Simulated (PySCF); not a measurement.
An equivalent PySCF input for Ba²⁺ (barium, charge +2), [Xe], closed-shell 1S, with the spin-free X2C one-electron Hamiltonian (Gaussian nucleus):

```python
from pyscf import gto, scf, dft, mp, cc
import basis_set_exchange as bse
mol = gto.M(atom="Ba 0 0 0", charge=2, spin=0, symmetry="D2h",
            basis=gto.basis.parse(bse.get_basis("x2c-TZVPPall", elements=["Ba"], fmt="nwchem", augment_diffuse=1)),
            nucmod="G")
mf = dft.UKS(mol, xc="BHANDHLYP").sfx2c1e()
mf.irrep_nelec = {'Ag': (9, 9), 'B1g': (2, 2), 'B2g': (2, 2), 'B3g': (2, 2), 'B1u': (4, 4), 'B2u': (4, 4), 'B3u': (4, 4)}
mf.kernel()
```

It reaches the same state as the run whose output follows, with an energy that differs only through the grid. The run itself started from symmetry-adapted Hartree-Fock orbitals and held the occupation by maximum overlap, on a logarithmic radial grid, so the iterations belong to that start.

```
SCF conv_tol = 1e-09
number electrons alpha = 27  beta = 27
XC functionals = BHANDHLYP
    A. D. Becke.,  J. Chem. Phys. 98, 1372 (1993)
    Defined through Gaussian implementation.
cycle= 1 E= -8134.17210778216  delta_E= -0.00304  |g|= 0.0112  |ddm|= 0.176
cycle= 2 E= -8134.17213084688  delta_E= -2.31e-05  |g|= 0.00466  |ddm|= 0.0207
cycle= 3 E= -8134.17213436221  delta_E= -3.52e-06  |g|= 0.000776  |ddm|= 0.00711
cycle= 4 E= -8134.17213443323  delta_E= -7.1e-08  |g|= 2.31e-05  |ddm|= 0.000571
cycle= 5 E= -8134.17213443345  delta_E= -2.25e-10  |g|= 1.33e-06  |ddm|= 6.32e-05
converged SCF energy = -8134.17213443345  <S^2> = -1.4210855e-14  2S+1 = 1
```

Spin-orbit coupling, which splits the p, d and f shells strongly at this Z, is absent.
